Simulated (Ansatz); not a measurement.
Harmonic frequencies (cm⁻¹) at PBE0-D4/def2-TZVP from Ansatz: 89, 159, 214, 278, 359, 494, 708, 810, 897, 951, 1001, 1067, 1113, 1124, 1206, 1272, 1330, 1339, 1406, 1469, 1474, 1482, 1755, 3040, 3093, 3096, 3128, 3146, 3150, 3168.

Each molecule was computed in one conformer, which needn't be the lowest.

Problem. Which molecule is it?
A. `C[BH][SnH2][GaH2]`
B. `CC/C=C\Cl`
C. `C/C=C/CCl`
D. `C=C(Cl)CC`

Solution. C.
